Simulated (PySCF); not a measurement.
C5H6F2, SMILES C/C(=C(\C=C)F)F.

The structure is a stationary point at ωB97X-D3(BJ)/def2-SVP. One conformer was computed; it need not be the lowest.

Two levels are set side by side: TDA-PBE/def2-SVPD (PySCF) and TDA-M06-2X/def2-SVPD (PySCF). Vertical, same geometry. The lowest singlet is HOMO→LUMO+1 99 % with PBE and HOMO→LUMO+1 84 % with the other functional; states are paired by order. Differences are taken from unrounded values.

```json
[
 {"quantity": "lowest singlet excitation (eV)", "TDA-M06-2X": "6.06", "TDA-PBE": "5.38", "TDA-PBE minus TDA-M06-2X": "-0.68"},
 {"quantity": "lowest triplet excitation (TDA) (eV)", "TDA-M06-2X": "3.45", "TDA-PBE": "3.09", "TDA-PBE minus TDA-M06-2X": "-0.36"},
 {"quantity": "first bright state (f over 0.05) (eV)", "TDA-M06-2X": "6.16", "TDA-PBE": "5.50", "TDA-PBE minus TDA-M06-2X": "-0.66"},
 {"quantity": "its oscillator strength", "TDA-M06-2X": "0.95", "TDA-PBE": "0.54", "TDA-PBE minus TDA-M06-2X": "-0.40"}
]
```

A lower first singlet is the usual sign of a functional without exact exchange. Differences between two approximate levels are no errors against the true value.

Rough cost on one machine, each run with all the roots and properties that it gave: TDA-M06-2X against TDA-PBE about 8 times.
